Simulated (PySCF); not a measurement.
C5H8BF3.
Z-matrix (Å and degrees, GFN2-xTB geometry), rows numbered from 1:
```
C 
B   1  1.5660
C   2  1.5861  1  119.72
C   3  1.4824  2  114.34  1   161.07
C   4  1.3264  3  124.37  2  -114.28
C   5  1.4897  4  123.33  3   177.91
F   6  1.3499  5  112.16  4  -118.69
F   6  1.3492  5  112.20  4   122.71
F   6  1.3411  5  113.87  4     2.01
H   1  1.0887  2  112.13  3   134.50
H   1  1.0912  2  108.53  3  -109.65
H   1  1.0871  2  114.84  3    10.22
H   2  1.1711  1  120.07  3  -179.27
H   3  1.0910  2  111.91  1    34.81
H   3  1.0958  2  104.84  1   -80.43
H   4  1.0821  3  116.18  2    63.69
H   5  1.0794  4  123.18  3    -1.73
```

Closed-shell single points with PySCF (density fitting; grid level 2 and gas phase unless stated) on one GFN2-xTB geometry.

Problem. Rank these settings by the LUMO energy, lowest first.
A. wB97X-D/cc-pVDZ
B. LDA/def2-SVPD, grid level 3, energy threshold 1e-06 Eh
C. HF/6-311G**, start guess huckel, energy threshold 1e-11 Eh
D. PBE0/pcSseg-1, energy threshold 1e-07 Eh

Solution. B (-2.59 eV), D (-1.25 eV), A (0.85 eV), C (2.61 eV).

Problem. Rank these settings by the dipole moment, lowest first.
A. wB97X-D/cc-pVDZ
B. PBE0/pcSseg-1, energy threshold 1e-07 Eh
C. LDA/def2-SVPD, grid level 3, energy threshold 1e-06 Eh
D. HF/6-311G**, start guess huckel, energy threshold 1e-11 Eh

Solution. A (3.72 D), B (3.87 D), C (4.04 D), D (4.10 D).

All figures of these runs:

| settings | basis functions | SCF cycles | E (Eh) | HOMO (eV) | LUMO (eV) | dipole (D) |
| --- | --- | --- | --- | --- | --- | --- |
| PBE0/pcSseg-1, energy threshold 1e-07 Eh | 193 | 8 | -519.1124 | -7.89 | -1.25 | 3.87 |
| wB97X-D/cc-pVDZ | 166 | 14 | -519.5831 | -9.54 | 0.85 | 3.72 |
| LDA/def2-SVPD, grid level 3, energy threshold 1e-06 Eh | 253 | 8 | -515.3792 | -6.90 | -2.59 | 4.04 |
| HF/6-311G**, start guess huckel, energy threshold 1e-11 Eh | 210 | 13 | -517.1289 | -10.47 | 2.61 | 4.10 |

wB97X-D ran without the empirical dispersion term, which would shift the total energy alone. Cycle counts include a coarse-grid stage where the run had one. All basis functions are spherical, in the Pople sets too.

One conformer stands for the species.
